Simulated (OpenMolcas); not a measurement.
# 3d³ along the 21-electron sequence

```
Program             : OpenMolcas
Method              : CASSCF
Basis               : ANO-R2
Scalar Hamiltonian  : X2C, finite nucleus
Spin-orbit coupling : state interaction with AMFI integrals over the reference wave functions, term energies averaged over their components
```

Active space for each ion: 3 electrons in 10 orbitals (3d 4d).

Computed levels in cm-1 above ⁴F_3/2:

```tsv
Level	V2+	Cr3+	Mn4+	Fe5+	Ni7+
⁴F_5/2	153	249	366	515	956
⁴F_7/2	363	591	866	1212	2228
⁴F_9/2	628	1019	1486	2071	3761
²G_7/2	14271	17452	20470	23363	29037
⁴P_1/2	14306	17318	20128	22807	28043
⁴P_3/2	14384	17434	20284	23004	28310
²G_9/2	14504	17819	20991	24070	30215
⁴P_5/2	14562	17732	20731	23650	29595
²H_9/2	18886	23103	27073	30875	38450
weight of ⁴F in the lowest level (%)	100	100	100	100	100
```

Measured, with the error of the calculation in %. Measured levels: V2+ from Sugar and Corliss, J. Phys. Chem. Ref. Data 7, 1191 (1978); Cr3+ from Sugar and Corliss, J. Phys. Chem. Ref. Data 6, 317 (1977); Mn4+ from Corliss and Sugar, J. Phys. Chem. Ref. Data 6, 1253 (1977); Fe5+ from Corliss and Sugar, J. Phys. Chem. Ref. Data 11, 135 (1982); Ni7+ from Corliss and Sugar, J. Phys. Chem. Ref. Data 10, 197 (1981).

```json
{"Level": "⁴F_5/2", "V2+": "146 (+4.9)", "Cr3+": "236 (+5.8)", "Mn4+": "359 (+2.1)", "Fe5+": "511 (+0.7)", "Ni7+": "1012 (-5.5)"}
{"Level": "⁴F_7/2", "V2+": "342 (+6.3)", "Cr3+": "556 (+6.4)", "Mn4+": "835 (+3.7)", "Fe5+": "1188 (+2.0)", "Ni7+": "2184 (+2.0)"}
{"Level": "⁴F_9/2", "V2+": "584 (+7.5)", "Cr3+": "946 (+7.8)", "Mn4+": "1412 (+5.2)", "Fe5+": "2001 (+3.5)", "Ni7+": "3721 (+1.1)"}
{"Level": "²G_7/2", "V2+": "11966 (+19.3)", "Cr3+": "15052 (+15.9)", "Mn4+": "17892 (+14.4)", "Fe5+": "20616 (+13.3)", "Ni7+": ""}
{"Level": "⁴P_1/2", "V2+": "11514 (+24.2)", "Cr3+": "14059 (+23.2)", "Mn4+": "16434 (+22.5)", "Fe5+": "18738 (+21.7)", "Ni7+": "23261 (+20.6)"}
{"Level": "⁴P_3/2", "V2+": "11592 (+24.1)", "Cr3+": "14177 (+23.0)", "Mn4+": "16595 (+22.2)", "Fe5+": "18942 (+21.4)", "Ni7+": "23710 (+19.4)"}
{"Level": "²G_9/2", "V2+": "12187 (+19.0)", "Cr3+": "15402 (+15.7)", "Mn4+": "18399 (+14.1)", "Fe5+": "21315 (+12.9)", "Ni7+": ""}
{"Level": "⁴P_5/2", "V2+": "11770 (+23.7)", "Cr3+": "14471 (+22.5)", "Mn4+": "17049 (+21.6)", "Fe5+": "19611 (+20.6)", "Ni7+": "24669 (+20.0)"}
{"Level": "²H_9/2", "V2+": "16811 (+12.3)", "Cr3+": "21066 (+9.7)", "Mn4+": "24975 (+8.4)", "Fe5+": "28724 (+7.5)", "Ni7+": ""}
```

The fine-structure level ⁴F_9/2 changes by a factor of 5.99 from V2+ to Ni7+. Its fourth root runs 5.01, 5.65, 6.21, 6.75, 7.83, with steps per unit of Z of 0.64, 0.56, 0.54, 0.54; equal steps would mean a (Z - σ)^4 law with constant σ.

²G_7/2 changes by a factor of 2.03 over the same range, with steps per unit of Z of +3180, +3020, +2890, +2840 cm-1.

Without dynamic correlation excited terms often stand tens of per cent too high (terms of higher spin than the ground term too low), and those without a measured partner can miss by more than the paired ones. Active for correlation alone: 4d; no level in the range computed is led by a configuration that fills it, so any true level of that kind is missing. Measured partners are found by configuration, term and J. A level has none where our copy of the source lacks it or the pairing is in doubt (some pairs that miss far off the trend of their configuration count as doubtful), and it then counts in no deviation. Levels of configurations outside the active space are missing.
